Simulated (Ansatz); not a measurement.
```xyz
2

Cr    0.0000    0.0000   -0.0612
H     0.0000    0.0000    1.4678
```

Basis set: def2-TZVP (spherical functions). Left uncorrelated: 5 orbitals. Charge 0, multiplicity 6.

Computed with Ansatz (development build ahead of 0.2.0); each method stands on the lowest determinant of its kind that the runs found.

The atomization energy at this shape (free ground-state atoms in the same class of orbitals less the molecule, no zero-point energy) of sextet CrH:

| method | atomization energy |
| --- | --- |
| UHF | 76.8 kJ/mol |

Q: What does UHF-MP2 give?

A: 154.6 kJ/mol. Caution: the shape is not the minimum.
